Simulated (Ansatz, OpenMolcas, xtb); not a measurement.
**A ladder of methods for C2H2Cl2Sn (SMILES C#[C][SnH]([Cl])[Cl])**

The species is C2H2Cl2Sn (7 atoms), meant as a singlet with charge 0. SMILES: `C#[C][SnH]([Cl])[Cl]`. The shape is that of a PBE0-D4/def2-TZVP optimisation.

Each level gives the HOMO–LUMO gap (eV). The values are calculated.

```json
{"level": "GFN0-xTB", "kind": "semi-empirical", "program": "xtb", "value (eV)": "5.67"}
{"level": "HF/def2-SVP (RICD fitting, core potential)", "kind": "Hartree–Fock", "program": "OpenMolcas", "value (eV)": "14.03"}
{"level": "SVWN5/def2-SVP (core potential)", "kind": "LDA", "program": "OpenMolcas", "value (eV)": "5.11"}
{"level": "PBE/def2-SVP (core potential)", "kind": "GGA", "program": "Ansatz", "value (eV)": "5.22"}
{"level": "TPSS/def2-SVP (core potential)", "kind": "meta-GGA", "program": "OpenMolcas", "value (eV)": "5.41"}
{"level": "PBE0/def2-SVP (core potential)", "kind": "global hybrid", "program": "Ansatz", "value (eV)": "7.51"}
{"level": "CAM-B3LYP/def2-SVP (core potential)", "kind": "range-separated hybrid", "program": "Ansatz", "value (eV)": "9.95"}
{"level": "wB97X/def2-SVP (core potential)", "kind": "range-separated hybrid", "program": "Ansatz", "value (eV)": "12.11"}
{"level": "B2PLYP/def2-SVP (core potential)", "kind": "double hybrid", "program": "OpenMolcas", "value (eV)": "9.94"}
```

The values span 5.11 to 14.03 eV. Orbital gaps aren't excitation energies, and those of double hybrids come from the SCF part alone; they tend to grow with the share of exact exchange.
